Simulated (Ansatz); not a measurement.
Input for Ansatz (development build ahead of 0.2.0):

```yaml
crystal:
  periodic: [false, false, false]
  atoms:
    - { symbol: H, position_ang: [0.0, 0.0, 0.0] }
basis:
  gaussian: { orbitals: def2-SVP }
magnetization:
  initial_magnetization: 1
hamiltonian:
  xc: hf
```

The input is written out in the form of the current development build from the run's settings.

The run gave:

- Converged: yes
- Total energy: -0.49928 hartree
- Spin squared of the determinant: 0.750
